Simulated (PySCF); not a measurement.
Isomers of CH7BSi. Isolated molecules, 0 K electronic values unless said otherwise. One relaxed conformer stands for each flexible species; it need not be the lowest. Strings in code marks are SMILES.

Computed with B3LYP-D3(BJ)/def2-TZVP in PySCF 2.14.0. B3LYP has the VWN-RPA correlation part, as in Gaussian. Excitations are Tamm–Dancoff values on a coarser integration grid. The basis has no diffuse functions, so Rydberg states are missing or too high.

```tsv
species	brightest of the four lowest singlets (TDA) (eV)	S1 oscillator strength	HOMO (eV)	LUMO (eV)
`C([SiH3])B` (H–B–C–Si torsion 88°)	6.14	0.001	-8.83	-1.58
`B[SiH2]C` (H–B–Si–C torsion 94°)	5.67	0.011	-7.89	-2.55
`CB[SiH3]`	6.67	0.005	-7.74	-2.02
```
